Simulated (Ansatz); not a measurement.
The cluster HfO4H4, relaxed as a singlet with RKS r2SCAN-D4/def2-SVP in Ansatz, starting from the GFN2-xTB geometry. Force threshold 0.02 eV/Å.

In the def2 sets Hf takes a core potential; there is no spin–orbit coupling. The structure comes from a short search, and lower isomers may exist.

Start:

Cartesian coordinates in Å:
```
Hf -0.248 0.654 -0.154
O -0.578 -1.202 -0.598
O 1.054 0.960 -1.500
O -1.509 -1.189 0.509
O 0.861 0.448 1.374
H -1.327 -2.048 0.932
H 1.544 0.207 -1.842
H -1.615 1.769 0.006
H 1.817 0.401 1.274
```

| step | energy (eV) | largest force component (eV/Å) | SCF passes |
| --- | --- | --- | --- |
| 1 | -9551.5851 | 2.130 | 28 |
| 2 | -9552.0262 | 0.899 | 37 |
| 3 | -9552.1935 | 0.924 | 37 |
| 4 | -9552.2416 | 1.107 | 39 |
| 5 | -9552.2485 | 1.408 | 38 |
| 6 | -9552.3298 | 0.442 | 39 |
| 7 | -9552.3736 | 0.497 | 39 |
| 8 | -9552.4054 | 0.463 | 38 |
| 9 | -9552.4182 | 0.333 | 32 |
| 10 | -9552.4196 | 0.141 | 39 |
| 11 | -9552.4235 | 0.180 | 32 |
| 12 (rejected) | -9552.4226 | 0.122 | 32 |
| 13 | -9552.4258 | 0.087 | 33 |
| 14 | -9552.4261 | 0.022 | 34 |
| 15 | -9552.4261 | 0.014 | 34 |

Force components are those of the run's own axes.

End:

```xyz
9

Hf   -0.0520    0.3089   -0.2137
O    -0.7865   -1.5537   -0.6074
O     1.0070    0.7818   -1.7452
O    -1.6425   -1.1672    0.5399
O     0.9434    0.3513    1.4436
H    -1.3571   -1.7944    1.2282
H     1.5311    0.9683   -2.5244
H    -1.3382    1.6565   -0.1517
H     1.6949    0.4484    2.0308
```

By distances, no bond broke or formed. The bond that changes most is Hf1–O2, from 1.94 to 2.04 Å (atoms count from 1). The end is the same structure that another start reached, the lowest one found.

No frequencies were taken in this run, so the end may be a saddle point.

Run time 32 s (4 threads of Arm Neoverse V2 on a shared host).
